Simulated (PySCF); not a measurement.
Input of a run (PBE0-D3(BJ)/def2-SVP geometry optimisation, gas phase (PySCF 2.14.0)), started from GFN2-xTB:
```
{"job": {"xc": "PBE0", "basis": "def2-SVP", "d3": "d3bj", "grid": 1, "kind": "geom"}, "charge": 0, "multiplicity": 1}
F     -3.127549    -0.024745    -0.418412
C     -1.972311     0.310461     0.102869
F     -2.033582     1.479738     0.689028
C     -0.878472    -0.448614     0.029171
F     -0.926216    -1.626600    -0.604672
C      0.482371    -0.114161     0.600105
F      0.908094    -1.090895     1.427904
F      0.443019     1.018958     1.323660
C      1.544442     0.073698    -0.532664
F      2.699538     0.499813    -0.044796
F      1.758833    -1.058469    -1.189910
F      1.103030     0.980130    -1.408310
```

Output (energies in Eh, forces in Eh/bohr):
```
step   0  E = -949.48196638  max force = 0.012611
step   1  E = -949.48300615  max force = 0.005455
step   2  E = -949.48332110  max force = 0.002977
step   3  E = -949.48335991  max force = 0.002070
step   4  E = -949.48342881  max force = 0.000925
step   5  E = -949.48344720  max force = 0.001275
step   6  E = -949.48349195  max force = 0.001265
step   7  E = -949.48355742  max force = 0.001441
step   8  E = -949.48358103  max force = 0.000963
step   9  E = -949.48359420  max force = 0.000566
step  10  E = -949.48359955  max force = 0.001805
step  11  E = -949.48360460  max force = 0.001575
step  12  E = -949.48360735  max force = 0.000454
step  13  E = -949.48360823  max force = 0.000127
optimisation converged
```

Task: Summarise the run.

Result: The energy falls by 1.0 kcal/mol over 14 energy and gradient evaluations, the largest force component goes from 0.0126 to 1.3e-04 Eh/bohr, and the atoms move by 0.055 Å rms after alignment. Among the bonds, C4–C6 and C6–C9 change most and about equally (-0.017 to -0.016 Å). Bonds longer at the end by more than 0.005 Å: 0 of 11; shorter: 7. Among the angles that change most is F7–C6–F8, from 106.8° to 108.8°. The energy never rose by more than 1e-6 Eh on the way. The first step brought 63 % of the lowering.

Task: What are the final bond lengths?

Result: F1–C2 1.301 Å, C2–F3 1.299 Å, C2=C4 1.336 Å, C4–F5 1.329 Å, C4–C6 1.497 Å, C6–F7 1.345 Å, C6–F8 1.339 Å, C6–C9 1.547 Å, C9–F10 1.323 Å, C9–F11 1.324 Å, C9–F12 1.328 Å. Numbering counts from 1 in the input's order; the species is `FC(F)(F)C(F)(C(F)=C(F)F)F`.

The run used 168 basis functions and 92 SCF cycles in all. Cost: about 7 min of CPU time on one thread; the machine was shared, so the figure is rough.

Not checked by PBE0-D3(BJ)/def2-SVP frequencies. One conformer, not necessarily the lowest.

Conformer computed: `[F:1][C:2]([F:3])=[C:4]([F:5])[C:6]([F:7])([F:8])[C:9]([F:10])([F:11])[F:12]`: C2–C4–C6–F7 122°, C4–C6–C9–F10 176°.
